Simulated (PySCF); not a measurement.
Computed shifts of a molecule C5H6Se, PBE0/pcSseg-1 (PySCF), GIAO, gas phase, equivalent atoms averaged, in ppm (number of nuclei): ¹³C: 168.3 (1), 142.4 (1), 133.9 (1), 118.7 (1), 50.5 (1). ¹H: 6.72 (1), 6.28 (1), 6.08 (1), 6.01 (1), 4.17 (2). References: ¹³C against TMS (σ = 186.3 ppm); ⁷⁷Se against Me2Se (σ = 1740.1 ppm); ¹H against TMS (σ = 31.56 ppm), references at their B3LYP-D3(BJ)/def2-TZVP geometries, non-relativistic. Geometry optimised at PBE-D3(BJ)/def2-SVP. One conformer was computed; it need not be the lowest.

**Question.** Which structure fits?
(A) C1=C[Se]C=CC1
(B) C=C1CC=C[Se]1
(C) C#C/C=C\C[SeH]
(D) C=C1C=CC[Se]1

**Answer.** B, C=C1CC=C[Se]1
